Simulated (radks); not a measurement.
The numbers below are computed, except where a source is named.
Species: Br III. Configuration: [Ar] 3d10 4s2 4p3.

Code: a radial shooting solver on a logarithmic mesh with Libxc functionals. Model: scalar-relativistic Kohn-Sham, PBEsol, spin-polarised, spherical densities, point nucleus; open shells are filled with parallel spins first.

Energy parts (eV):
part                       energy
total                  -70844.268
kinetic                 72373.173
electron-nucleus      -170112.653
Hartree                 29336.917
exchange-correlation    -2441.705

Orbitals (lengths in bohr, moments of r in powers of bohr; r(90%) holds 90 % of the orbital's charge):
| orbital | occ. | eigenvalue (eV) | r(90%) | <r^2> |
|---|---|---|---|---|
| 1s up | 1 | -13332.41 | 0.0765 | 0.002463 |
| 1s down | 1 | -13332.18 | 0.0765 | 0.002463 |
| 2s up | 1 | -1755.923 | 0.293 | 0.04241 |
| 2s down | 1 | -1755.791 | 0.293 | 0.04241 |
| 2p up | 3 | -1552.034 | 0.270 | 0.03353 |
| 2p down | 3 | -1551.816 | 0.270 | 0.03353 |
| 3s up | 1 | -261.6498 | 0.822 | 0.3504 |
| 3s down | 1 | -261.3601 | 0.821 | 0.3500 |
| 3p up | 3 | -197.2870 | 0.862 | 0.3734 |
| 3p down | 3 | -196.9541 | 0.861 | 0.3724 |
| 3d up | 5 | -90.7486 | 0.974 | 0.4328 |
| 3d down | 5 | -90.3037 | 0.966 | 0.4267 |
| 4s up | 1 | -43.0544 | 2.33 | 2.863 |
| 4s down | 1 | -39.8071 | 2.34 | 2.864 |
| 4p up | 3 | -29.4255 | 2.73 | 3.862 |
| 4p down | 0 | -26.1551 | 2.80 | 3.995 |

The highest occupied level is 4p up at -29.426 eV. The density falls to 0.001 e/bohr^3 at r = 3.51 bohr. Spin moment in Bohr magnetons: 3. Summed over all electrons, <r^2> = 24.84 bohr^2, which gives a Langevin (diamagnetic) susceptibility term of -19.7 x 10^-6 cm^3/mol. For comparison, the ionisation energy in NIST's Atomic Spectra Database is 34.87 eV (measured). In exact Kohn-Sham theory the highest level is minus the ionisation energy, but local and semilocal functionals leave it too shallow, through self-interaction and a potential that decays too fast; potentials with the right tail come closer.
